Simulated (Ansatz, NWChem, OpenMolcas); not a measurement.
# Worked example: GeH4 → GeH3 + H

Species: GeH4 (germane) `[GeH4]`, singlet; GeH3 `[GeH3]`, doublet; H atom, doublet. 

Shapes, held fixed at every level: PBE0-D4/def2-TZVP. Programs: Ansatz 0.2.0, NWChem 7.3.0, OpenMolcas 26.06. A level may come from different programs for different species; with the same settings they agree closely. The zero-point and thermal change to 298 K, harmonic and unscaled (PBE0-D4/def2-TZVP), is -19.0 kJ/mol.

At CCSD(T)/def2-TZVPP; 1 Eh = 2625.50 kJ/mol:

| species | energy (Eh) |
| --- | --- |
| GeH4 | -2077.986460 |
| GeH3 | -2077.343756 |
| H | -0.499810 |

Work out ΔH(298 K) of the reaction at this level.


1. Products less reactants: (-2077.343756) + (-0.499810) − [(-2077.986460)] = 0.142894 Eh = +375.2 kJ/mol.
2. With the thermal change: +375.2 + (-19.0) = +356.2 kJ/mol.

Other levels give +271.5 (HF/def2-SVP) to +354.3 kJ/mol (wB97M-V/def2-TZVPP). No measured value is set beside it here. Open shells run unrestricted unless RO is named. Relativity is left out for Ge unless named. Correlated rows may include outer-core shells of Ge, which these sets cover unevenly.
